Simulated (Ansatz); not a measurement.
```yaml
crystal:
  periodic: [false, false, false]
  atoms:
    - {symbol: F, position_ang: [0.194923, -1.436700, 1.994103]}
    - {symbol: Si, position_ang: [0.477301, -1.047247, 0.474257]}
    - {symbol: S, position_ang: [-1.116544, -1.095932, -0.856445]}
    - {symbol: Sn, position_ang: [-0.171993, 1.199200, -0.336928]}
    - {symbol: H, position_ang: [1.749745, -1.704559, 0.111548]}
    - {symbol: H, position_ang: [-1.419779, 2.117249, 0.366513]}
    - {symbol: H, position_ang: [0.347546, 1.899889, -1.798848]}
basis:
  gaussian: {orbitals: def2-TZVPD, final_grid: {core_spheres: 5, valence_spheres: 4, degree: 11}}
hamiltonian: {xc: {name: RPBE}}
output: {forces: true}
```

```sh
$ ansatz run in.yaml --threads 2 --pin off --events-out ev --progress --plain --max-ram 4352MiB
```

Output, abridged:

```
Functional definition: RPBE
  name "RPBE"
  cite "Hammer, Hansen & Nørskov, Phys. Rev. B 59, 7413 (1999) doi:10.1103/PhysRevB.59.7413"
  cite "Perdew, Burke & Ernzerhof, Phys. Rev. Lett. 77, 3865 (1996) doi:10.1103/PhysRevLett.77.3865"
  parameter kappa = 0.804
  parameter beta = 0.06672455060314922
  exchange = rpbe_x(kappa = kappa, mu = beta*pi^2/3)
  correlation = pbe_c(beta = beta)
1322 factors; their error is unknown
mean field evaluation 1: about -27310.4399 eV, gradient 4.2e1 eV
mean field evaluation 2: about -27299.5256 eV, gradient 8.7e1 eV
mean field evaluation 4: about -27313.8853 eV, gradient 4.1e0 eV
mean field evaluation 8: about -27313.9652 eV, gradient 6.7e-1 eV
mean field evaluation 16: about -27313.9533 eV, gradient 4.6e-4 eV
mean field -27313.95329421 eV, -1003.7692694995 hartree, gradient 5.2e-5 eV, S^2 0.000000; 0 other end points of the search recorded, 0 dependent functions left out
the calculation of the forces begins
reference -27313.95337597 eV, -1003.7692725044 hartree; 32, 32 occupied and 180, 180 virtual orbitals, 1322 factors
Total energy: -27313.95337597 eV, -1003.7692725044 hartree
Atom 0 at     0.194923    -1.436700     1.994103 Å, force    -0.051049    -0.195478     0.824802 eV/Å
Atom 1 at     0.477301    -1.047247     0.474257 Å, force     0.303013     0.047557    -0.354749 eV/Å
Atom 2 at    -1.116544    -1.095932    -0.856445 Å, force    -0.494064    -0.297705    -0.375915 eV/Å
Atom 3 at    -0.171993     1.199200    -0.336928 Å, force     0.225195     0.382544     0.092205 eV/Å
Atom 4 at     1.749745    -1.704559     0.111548 Å, force     0.185850    -0.146519    -0.066004 eV/Å
Atom 5 at    -1.419779     2.117249     0.366513 Å, force    -0.231416     0.106499     0.014312 eV/Å
Atom 6 at     0.347546     1.899889    -1.798848 Å, force     0.062472     0.103103    -0.134653 eV/Å
Dipole moment:     0.274411     0.356938    -0.051999 e Å
```

It took 2.7 s on 2 threads of an Intel Xeon 6975P-C on a shared host, with 0.4 GiB of host memory at the peak.
